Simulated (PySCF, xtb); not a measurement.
YF2, SMILES [F][Y+][F], charge +1.

GFN2-xTB (xtb) at its own geometry gives an orbital gap of 1.84 eV.

Geometry: PBE-D3(BJ)/def2-TZVP. The multiplicity is an assumed one; other spin states were not compared. The isomer is the one that the SMILES or the coordinates give; other isomers of the formula were not compared. The def2 effective core potentials stand for the cores of Y; spin–orbit coupling is left out.

Problem. What does PBE0/def2-TZVPD (PySCF) give? (An estimate is asked for; the answer gives what the named calculation found.)

Solution. gap 8.21 eV (levels -16.33 and -8.11 eV).
